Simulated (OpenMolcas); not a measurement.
**Nd III: effect of the active space**

```json
{"Program": "OpenMolcas", "Method": "CASSCF or its RAS form", "Basis": "ANO-RCC-VTZP", "Scalar Hamiltonian": "DKH2, point nucleus", "Spin-orbit coupling": "state interaction with AMFI integrals over the reference wave functions, term energies averaged over their components"}
```

A. 4 electrons in 7 orbitals (4f); 2S+1 = 5 even, 35 roots; 2S+1 = 3 even, 210 roots; 2S+1 = 1 even, 196 roots (190 in the spin-orbit step); cost about 4 core-minutes
B. 4 electrons in 12 orbitals (RAS2 4f; RAS3 5d, at most 1 electron); 2S+1 = 5 even, 35 roots (30 in the spin-orbit step); 2S+1 = 3 even, 126 roots kept (CI in the orbitals of an earlier block, 52 in the spin-orbit step); 2S+1 = 1 even, 122 roots kept (CI in the orbitals of an earlier block, 0 in the spin-orbit step); 2S+1 = 5 odd, 175 roots (90 in the spin-orbit step); 2S+1 = 3 odd, 128 roots kept (CI in the orbitals of an earlier block, 112 in the spin-orbit step); 2S+1 = 1 odd, 118 roots kept (CI in the orbitals of an earlier block, 13 in the spin-orbit step); cost about 5 core-minutes
C. 4 electrons in 14 orbitals (RAS2 4f; RAS3 5f, at most 2 electrons); 2S+1 = 5 even, 30 roots; 2S+1 = 3 even, 35 roots kept (CI in the orbitals of an earlier block); 2S+1 = 1 even, 31 roots kept (CI in the orbitals of an earlier block); cost roughly 4 core-minutes

Energies in eV above 4f⁴ ⁵I₄, the measured ground level; measured values from Ding et al., The Spectrum and Energy Levels of the Low-lying Configurations of Nd III (preprint, 2023).

```tsv
Level	A	B	C	Measured
4f⁴ ⁵I₄	0.0000	0.0000	0.0000	0.0000
4f⁴ ⁵I₅	0.1481	0.1491	0.1512	0.1411
4f⁴ ⁵I₆	0.3143	0.3167	0.3206	0.2960
4f⁴ ⁵I₇	0.4945	0.4964	0.5026	0.4605
4f⁴ ⁵I₈	0.6848	0.6830	0.6911	0.6315
4f⁴ ⁵F₁	1.7920	1.8441	1.7908	
4f⁴ ⁵F₂	1.8434	1.8967	1.8448	1.3358
4f⁴ ⁵F₃	1.9284	1.9710	1.9210	1.4165
4f⁴ ⁵S₂	2.0012	2.0546	2.0237	
4f⁴ ⁵F₄	2.0314	2.0618	2.0131	1.5103
```

Deviations, from unrounded energies. A percentage is the sum of absolute deviations over the sum of measured energies, with the sign that they share, or ± where signs differ.

```csv
Against measurement,Levels,A,B,C
mean absolute deviation (cm-1),7,1900,2100,1900
fine structure of the ground term (%),4,+7.4,+7.6,+8.9
other terms of the ground configuration (%),3,+36.1,+39.1,+35.6
```

A, C lie about equally close to measurement and B furthest from it. The largest miss of C in the table is 4f⁴ ⁵F₂, by +4100 cm-1. The ranking rests on the paired levels alone, and a cruder setting can come out closer through cancelling errors.

The spin-orbit steps hold different terms of 4f⁴ (B lacks among others ¹D, ¹F, ¹G, ¹H, ¹I; C lacks among others a ¹D, ¹F, a ¹G, ¹H, ¹I), which shifts levels as well.

Among A to C the level of the table that moves most is 4f⁴ ⁵S₂, by 430 cm-1 (lowest in A, highest in B).

High states are left out of the spin-orbit mixing, which shifts the levels that they would mix with. Without dynamic correlation excited terms often stand tens of per cent too high (terms of higher spin than the ground term too low), and those without a measured partner can miss by more than the paired ones. Active for correlation alone: 5f; no level in the range computed is led by a configuration that fills it, so any true level of that kind is missing (holds for C). Computed and measured levels are paired by configuration, term and J; levels that our copy of the source lacks, or whose pairing is in doubt (as where it misses far off the trend of its configuration), stay unpaired and out of the deviations. Only configurations of the active space appear. Levels that lie high or do not pair safely by name in every column are left out.
